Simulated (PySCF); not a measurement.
Cd(OMe)(NH2) (CH5CdNO), SMILES C[O][Cd][NH2]. Atoms are numbered in the order given.

```xyz
9

Cd     0.0804    -0.3283     0.0000
O      0.5204     1.6012     0.0000
C     -0.4503     2.6088     0.0000
H     -1.1134     2.5943    -0.8918
H      0.0535     3.5953     0.0000
H     -1.1134     2.5943     0.8918
N     -0.4308    -2.2777     0.0000
H     -0.0660    -2.7723    -0.8165
H     -0.0660    -2.7723     0.8165
```
Charge 0, spin multiplicity 1.

Coordinates come from a B3LYP-D3(BJ)/def2-SVP optimisation. The structure was generated by enumeration; whether it is a known compound was not checked. The def2 effective core potentials stand for the cores of Cd; spin–orbit coupling is left out. The values are those of a single conformer.

These are B3LYP/def2-TZVPD (PySCF) values and carry that method's errors.

Symmetry labels are those of the subgroup Cs that the program uses (full group Cs).

Computed valence orbital energies around the gap with their symmetry:
| orbital | symmetry | energy (eV) |
|---|---|---|
| HOMO−7 | A" | -12.34 |
| HOMO−6 | A' | -11.61 |
| HOMO−5 | A" | -11.40 |
| HOMO−4 | A' | -10.92 |
| HOMO−3 | A' | -9.61 |
| HOMO−2 | A' | -7.27 |
| HOMO−1 | A' | -6.99 |
| HOMO | A" | -6.84 |
| LUMO | A' | -1.46 |
| LUMO+1 | A" | -0.45 |
| LUMO+2 | A' | -0.31 |
| LUMO+3 | A' | 0.66 |
